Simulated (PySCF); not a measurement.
# Working out the ionisation energy of O²⁺

O²⁺ [He] 2s2 2p2 (3P) → O³⁺ [He] 2s2 2p1 (2P). Computed with PySCF 2.14 in aug-cc-pVDZ-DK (4s3p2d, 23 functions), with the spin-free X2C one-electron Hamiltonian (Gaussian nucleus). Frozen: 1s2. Energies in hartree (1 hartree = 27.21139 eV):

```json
{"part": "UHF", "O²⁺ (lower)": "-73.136229", "O³⁺ (upper)": "-71.128753"}
{"part": "CCSD correlation", "O²⁺ (lower)": "-0.078975", "O³⁺ (upper)": "-0.082128"}
{"part": "(T)", "O²⁺ (lower)": "-0.000658", "O³⁺ (upper)": "-0.000489"}
```

Task: What does Hartree-Fock give?

Result: (-71.128753) − (-73.136229) = 2.007476 hartree = 54.626 eV.

Task: What do CCSD and CCSD(T) give?

Result: The CCSD correlation energies differ by -0.003153 hartree = -0.086 eV and the triples by 0.000169 hartree = 0.005 eV, so CCSD gives 54.540 eV and CCSD(T) 54.545 eV.

Reference: 54.936 eV (semi-empirical (NIST evaluation); NIST Atomic Spectra Database, ionization energies), between the lowest levels; spin-orbit coupling is absent from the calculation.

A double-zeta basis recovers only part of the correlation energy.

What remains against the reference includes basis incompleteness, the frozen core and higher excitations.
